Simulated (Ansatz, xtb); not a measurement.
**Two isomers of C6H6O2**

Structure a: `Oc1cccc(O)c1`, a singlet. Structure b: `Oc1ccccc1O`, a singlet. Both are isolated molecules in the gas phase, relaxed with r2SCAN-D4/def2-SVP; the shapes shown needn't be the lowest conformers.

a (Å):

```
atom    x (Å)    y (Å)   z (Å)
   C  -3.6473   0.9417  0.9449
   C  -3.4540  -0.3866  0.5417
   C  -2.1537  -0.8903  0.4772
   C  -1.0457  -0.1062  0.8033
   C  -1.2490   1.2209  1.2054
   C  -2.5476   1.7471  1.2771
   O  -4.9203   1.4065  0.9992
   O  -0.1560   1.9611  1.5166
   H  -4.9062   2.3279  1.2894
   H  -4.3243  -0.9951  0.2878
   H  -1.9989  -1.9268  0.1628
   H  -0.0264  -0.4948  0.7547
   H  -0.4401   2.8477  1.7748
   H  -2.7029   2.7868  1.5924
```

b (Å):

```yaml
atoms:
  - { symbol: C, position_ang: [-3.5113, 0.8016, 0.9759] }
  - { symbol: C, position_ang: [-3.2343, -0.4628, 0.4544] }
  - { symbol: C, position_ang: [-1.9083, -0.8848, 0.2990] }
  - { symbol: C, position_ang: [-0.8532, -0.0460, 0.6636] }
  - { symbol: C, position_ang: [-1.1234, 1.2256, 1.1882] }
  - { symbol: C, position_ang: [-2.4425, 1.6464, 1.3433] }
  - { symbol: O, position_ang: [-4.7880, 1.2222, 1.1312] }
  - { symbol: O, position_ang: [-2.8201, 2.8633, 1.8433] }
  - { symbol: H, position_ang: [-4.7494, 2.1173, 1.5036] }
  - { symbol: H, position_ang: [-4.0756, -1.1027, 0.1756] }
  - { symbol: H, position_ang: [-1.7039, -1.8777, -0.1107] }
  - { symbol: H, position_ang: [0.1831, -0.3721, 0.5435] }
  - { symbol: H, position_ang: [-0.3056, 1.8949, 1.4788] }
  - { symbol: H, position_ang: [-2.0351, 3.3786, 2.0685] }
```

Energies in hartree; the thermal terms are from GFN2-xTB frequencies at re-optimised GFN2-xTB minima (ideal gas, soft modes damped towards free rotors, one conformer each, 298.15 K, 1 atm) and include the zero-point energy:

|  | a | b |
| --- | --- | --- |
| E, CCSD(T)/def2-SVP | −381.364142 | −381.365728 |
| E, MP2/def2-SVP | −381.278624 | −381.281102 |
| E, MP2/def2-TZVPP | −381.986912 | −381.989303 |
| zero-point energy | 0.105058 | 0.105236 |
| H(298 K) − E | 0.112768 | 0.112935 |
| G(298 K) − E | 0.075205 | 0.074785 |

Correct the CCSD(T) difference for the basis set by the MP2 change, then work out ΔE, ΔE₀, ΔH and ΔG for a → b in kJ/mol (1 Eh = 2625.50 kJ/mol) and the equilibrium ratio [b]/[a].

1. Differences b − a: CCSD(T) −0.001586, MP2 in the small set −0.002478, MP2 in the large set −0.002391 Eh.
2. ΔE = −0.001586 + (−0.002391 − (−0.002478)) = −0.001499 Eh = −3.94 kJ/mol.
3. ΔE₀ = ΔE + ΔZPE = −0.001499 + (+0.000178) Eh = −3.47 kJ/mol.
4. ΔH = ΔE + (+0.000167) Eh = −3.50 kJ/mol.
5. ΔG = ΔE + (−0.000420) Eh = −5.04 kJ/mol, so ΔS = (ΔH − ΔG)/T = +5.2 J/(mol K).
6. kT = 0.9442 mEh, so K = [b]/[a] = exp(−ΔG/kT) = exp(+2.03) ≈ 7.6.

The sums favour b, but ΔE leans on the basis-set step (CCSD(T) alone has the other sign or is under 1 kcal/mol), so the order isn't settled. An error of 4 kJ/mol in ΔG would change K by a factor of 5. Mirror images and further conformers aren't counted.

As drawn, both hold the same kinds of bond in the same numbers.

Other levels gave ΔE = +20.8 (GFN2-xTB); +21.2 (HF/STO-3G, GFN2-xTB geometries); +17.2 (r2SCAN-D4/def2-SVP//GFN2-xTB); −3.1 (r2SCAN-D4/def2-SVP); +2.1 (HF/def2-SVP); −6.5 (MP2/def2-SVP); −4.2 (CCSD(T)/def2-SVP) kJ/mol. The correlated steps freeze 8 core orbitals. Programs: Ansatz 0.2.0, xtb 6.7.1.
